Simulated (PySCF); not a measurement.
CHF2, SMILES F[CH]F, multiplicity 2.

The structure is a stationary point at PBE0-D3(BJ)/def2-TZVP. The isomer is the one that the SMILES or the coordinates give; other isomers of the formula were not compared.

These are PySCF with M06-2X/def2-TZVPD values and carry that method's errors.

Isolated molecule, no solvent.

```yaml
total_energy: -238.33660 hartree
point_group: Cs
"α spin, highest occupied and lowest empty level": -8.35 and 0.57 eV
"β spin, highest occupied and lowest empty level": -13.73 and -0.87 eV
dipole_moment: 1.42 D
quadrupole, principal values (traceless, Buckingham form, about the centre of nuclear charge): -2.49, -0.29, 2.77 D·Å
mean_static_polarisability: 16.5 bohr³ (2.44 Å³)
polarisability_principal_values: 14.7, 17.0, 17.8 bohr³
"⟨S²⟩": 0.753 (pure state 0.75)
```
